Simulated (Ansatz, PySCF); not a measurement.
Ways to break one bond of BrBBr:

A. BrBBr -> Br[B]Br + H atom
B. BrBBr [dibromoborane] → [BH]Br + Br atom

Quantity: bond dissociation energy (enthalpy at 298 K, with B3LYP-D3(BJ) rigid-rotor harmonic-oscillator terms), kcal/mol. Structures are relaxed separately at B3LYP-D3(BJ)/def2-TZVP in Ansatz (a first-principles code). Frequencies are from Ansatz or PySCF. Correlated levels leave the core frozen unless marked. Open shells are spin-unrestricted. No spin-orbit coupling. The frozen core is the preceding noble-gas configuration, with the filled d and f shells of earlier blocks. No relativistic terms. CBS marks a two-point X^-3 extrapolation of the correlation energy; Hartree-Fock from the larger set.

```tsv
	HF-D3(BJ)/def2-TZVPD (PySCF + dftd3)	PBE0/STO-3G (Ansatz)	PBE0/def2-SVP (Ansatz)	CCSD(T)/CBS(cc-pVTZ,cc-pVQZ) (Ansatz)
A	82.9	130.0	98.7	103.5
B	82.8	132.9	106.3	106.2
```
